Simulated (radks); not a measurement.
Task: These are the eigenvalues of the occupied orbitals of an atom or ion with whole-number occupations (eV). Calculated with a radial shooting solver on a logarithmic mesh with Libxc functionals: scalar-relativistic Kohn-Sham, r2SCAN, spin-unpolarised, spherical densities, finite nucleus; meta-GGA in the generalised Kohn-Sham scheme; Fermi nuclear charge, rms radius of each element as measured or else 0.836 A^(1/3) + 0.57 fm.

1s: -50171.43
2s: -8305.987
2p: -7388.265
3s: -1849.685
3p: -1563.882
3d: -1186.562
4s: -376.7615
4p: -282.0566
4d: -150.5139
5s: -51.2475
5p: -28.2621
4f: -8.6072
6s: -4.2323
5d: -2.4257

Which element is it, and in what charge state? The configuration may be excited.

Result: Z = 64, gadolinium, charge 0: Gd in [Xe] 4f7 5d1 6s2. The list shows which subshells hold electrons but not how many an open one holds; the 1s level, -1843.8 hartree, gives Z - s = 60.7 by -(Z - s)^2/2, which with screening and relativity narrows Z to a few neighbours, and the depths of the outer levels then fix element, charge and occupations together.
